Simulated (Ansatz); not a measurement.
`FC(F)(F)CO[Si](F)(F)OCC(F)(F)F`, relaxed with RKS PBE0-D4/def2-TZVP in Ansatz from a PBE-D4/def2-SVP geometry. The force threshold is 0.005 eV/Å; the program also tests the step.

The species carries charge 0 and has multiplicity 1.

Start:

```xyz
19

F    -0.746    2.290    0.698
C     0.606    2.252    0.663
F     1.072    3.467    1.011
F     0.964    2.011   -0.625
C     1.169    1.182    1.594
O     0.685   -0.096    1.256
Si    1.240   -1.074    0.042
F     1.326   -2.578    0.612
F     2.738   -0.634   -0.375
O     0.298   -1.018   -1.310
C    -1.047   -0.599   -1.377
C    -1.996   -1.700   -0.913
F    -1.714   -2.060    0.365
F    -1.911   -2.805   -1.677
F    -3.269   -1.252   -0.952
H     0.845    1.425    2.626
H     2.277    1.249    1.546
H    -1.288   -0.357   -2.431
H    -1.247    0.297   -0.753
```

```csv
step,energy (eV),largest force (eV/Å),largest move (Å)
1,-37907.3463,1.433,0.000
2,-37907.4851,0.828,0.038
3,-37907.5316,0.137,0.039
4 (rejected),-37907.5269,0.317,0.103
5,-37907.5366,0.030,0.050
6,-37907.5379,0.028,0.040
7 (rejected),-37907.2249,2.607,0.085
8,-37907.5385,0.023,0.035
9,-37907.5387,0.014,0.035
10,-37907.5387,0.009,0.010
11,-37907.5388,0.006,0.003
12,-37907.5388,0.001,0.002
```

End:

```xyz
19

F    -0.729    2.346    0.881
C     0.597    2.304    0.726
F     1.095    3.490    1.077
F     0.836    2.122   -0.580
C     1.230    1.206    1.556
O     0.710   -0.040    1.204
Si    1.221   -1.073    0.070
F     1.295   -2.506    0.707
F     2.680   -0.691   -0.387
O     0.279   -1.089   -1.235
C    -1.038   -0.652   -1.386
C    -2.018   -1.726   -0.959
F    -1.842   -2.055    0.326
F    -1.893   -2.839   -1.680
F    -3.268   -1.277   -1.103
H     1.000    1.404    2.605
H     2.313    1.265    1.410
H    -1.216   -0.431   -2.439
H    -1.251    0.242   -0.793
```

It took 20 s on 10 threads of an AMD EPYC 7R13 on a shared host and a whole NVIDIA H100 80 GB, with 1.4 GiB of host memory at the peak.
